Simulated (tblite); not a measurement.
Compound: 3,3-dimethylacryloyl chloride, C5H7ClO.
Structure used (GFN2-xTB), in Å, numbered top down from 1:
```xyz
14
C5H7ClO angstrom
C     -1.3681   -1.1986    0.0551
C     -0.3070   -0.1659   -0.1088
C     -0.7674    1.2475   -0.1917
C      0.9920   -0.5188   -0.1747
C      2.0572    0.4371   -0.3325
O      2.0163    1.6246   -0.4247
Cl     3.6507   -0.3748   -0.3896
H     -0.9529   -2.2009    0.1110
H     -1.9390   -0.9990    0.9617
H     -2.0629   -1.1477   -0.7828
H     -1.8508    1.3133   -0.1405
H     -0.3311    1.8330    0.6167
H     -0.4188    1.7055   -1.1163
H      1.2814   -1.5558   -0.1100
```

Computed values, GFN2-xTB/tblite, gas phase, harmonic and unscaled. Errors from tens to a few hundred cm⁻¹ against measured bands are possible. One conformer, not necessarily the lowest.

Harmonic wavenumbers (cm⁻¹): 52.0, 106.4, 144.5, 164.8, 167.6, 283.5, 368.5, 426.2, 457.6, 466.1, 622.5, 758.6, 833.5, 870.0, 955.8, 992.9, 1045.5, 1054.0, 1101.0, 1216.9, 1330.3, 1389.5, 1395.8, 1448.7, 1460.4, 1462.0, 1469.8, 1628.5, 1791.1, 3003.6, 3009.9, 3018.3, 3032.2, 3050.0, 3057.6, 3104.3.

A = 4616, B = 1189, C = 956.5 MHz; mass 118.019 u (most abundant isotopes); point group Cs, symmetry number 1.

Problem. What is the zero-point energy?

Solution. Half the sum of the wavenumbers: 23370 cm⁻¹ = 279.57 kJ/mol.

Problem. What is S at 400 K and 1 bar for an ideal gas of classical rigid rotors and harmonic oscillators?

Solution. Translation 174.46, rotation 122.93, vibration 125.05: S = 422.4 J/(mol K).

Problem. And Cp and H(400 K) − H(0)?

Solution. Cp = 154.86 J/(mol K), of which vibrations give 121.61 (their classical limit is 36 R = 299.3); H(400 K) − H(0) = 39.05 kJ/mol without the zero-point energy, 25.75 from vibrations.

Problem. What must be added to the electronic energy to get the Gibbs energy at 400 K and 1 bar?

Solution. ZPE + [H(400 K) − H(0)] − T·S = 279.57 + 39.05 − 168.98 = 149.64 kJ/mol.

Problem. Blend soft modes into free rotors: weight 1/[1 + (100 cm⁻¹/ν̃)⁴] for the oscillator and the rest for a rotor with moment μB/(μ + B), μ = h/(8π²ν), B = 10⁻⁴⁴ kg m². What vibrational entropy results?

Solution. 116.83 J/(mol K) in place of 125.05, which changes −T·S at 400 K by +3.29 kJ/mol.

Hindered rotation and anharmonicity are outside this model. Other conformers, if any are populated, would add a mixing term that is left out.
